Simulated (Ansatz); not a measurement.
**Reading a saddle point**

A first-order saddle point of SiH6ClOF, closed shell, PBE0-D4/def2-TZVP, with one imaginary mode of 1052i cm⁻¹:

```xyz
10
angstrom
Si -0.7659 0.6227 0.0401
H -0.2137 -0.5147 1.1821
H -0.9865 1.5692 -1.1011
H -2.0925 -0.0111 0.2188
Cl -0.1867 2.0497 1.4278
H 1.0643 -0.9487 -0.4899
O 0.3819 -0.2828 -1.0156
H 0.6047 -1.0668 1.0190
F 1.4972 -1.5925 0.5192
H 0.6973 0.1750 -1.8002
```

Ansatz 0.2.0; basis: def2-TZVPP and def2-QZVPP; cores frozen in the correlated methods. Extrapolation: Hartree–Fock as exp(−7.88 √X), correlation as X^−2.97.

Problem. Which contacts change along the imaginary mode, and what lies on either side? (Judge from chemistry; the calculation decides.)

Solution. Computed: The step is SiH₃Cl ([SiH3][Cl]) + H₂O + HF → SiH₃ClO ([OH][SiH2][Cl]) + HF + H₂, with the molecules in contact on both sides. Shortening one way: Si1–O7, H2–H8, H6–F9; lengthening the same way: Si1–H2, H6–O7, H8–F9.
```tsv
pair	one side (Å)	saddle (Å)	other side (Å)
Si1–O7	2.64	1.80	1.65
H2–H8	1.70	1.00	0.75
H6–F9	2.03	1.27	0.94
Si1–H2	1.49	1.70	3.63
H6–O7	0.97	1.09	1.70
H8–F9	0.93	1.15	2.61
```

Problem. Which side is lower, and how far does the saddle lie above each? (Judge from chemistry; the value comes from the calculation.)

Solution. The calculation gives: The side with Si1–O7, H2–H8, H6–F9 short is lower by 0.848 eV; the saddle lies 2.162 eV above it and 1.314 eV above the other (CCSD(T) at an estimated basis limit (MP2 extrapolated from triple and quadruple zeta, plus CCSD(T) − MP2 in triple zeta); electronic energies).

No T1 diagnostic of these runs exceeds 0.011.

Labels in which every atom is bracketed show which atoms are joined, not bond orders.

For scale, one of the runs: CCSD(T)/def2-TZVPP, 230 basis functions, launched by `ansatz run in.yaml --threads 4 --pin off --events-out ev --progress --plain --max-ram 9574MiB`. Hardware: 4 CPU threads of an Arm Neoverse V2, shared host. Wall time 91 s; peak host memory 3.9 GiB.
